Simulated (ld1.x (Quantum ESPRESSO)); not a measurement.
Ti (Z = 22): TM pseudisation with PBEsol, fully relativistic reference atom.

```json
{
  "Element": "titanium (Ti)",
  "Generator": "ld1.x (Quantum ESPRESSO) 7.5",
  "Type": "norm-conserving Troullier–Martins (Kleinman–Bylander form)",
  "Functional": "PBEsol",
  "Relativity": "fully relativistic",
  "Frozen core": "[Ne]",
  "Valence charge": "12",
  "Reference configuration": "3s2 3p6 3d2 4s1.5 4p0 (charge +0.5)",
  "Partial waves": "3s (bound): rc 1.20 bohr; 3p (bound): rc 1.00 bohr; 3d (bound): rc 2.30 bohr",
  "Local potential": "all-electron potential smoothed inside 1.50 bohr (lloc = -1)",
  "Core correction": "none"
}
```

Open shells are filled in proportion to 2j + 1 (rel_dist='average').

Occupied shells without a wave of their own: 4s. They enter only through the test configuration that unscreens the potential.

Tests: 3s2 3p6 3d2 4s2 4p0; 3s2 3p6 3d2 4s1 4p0; 3s2 3p6 3d2 4s0 4p0; 3s2 3p6 3d0 4s0 4p0; 3s2 3p6 3d2 4s1 4p1; 3s1 3p6 3d2 4s2 4p0; 3s2 3p6 3d2 4s0 4p2. Which has the largest error in its energy relative to the reference configuration, and how large is it?

3s2 3p6 3d0 4s0 4p0, with +1381 meV (all-electron minus pseudo) on +88.02 eV.

A Bessel basis up to 400 Ry misses an occupied level by 0.02 Ry, so cutoffs and ghosts were not judged.
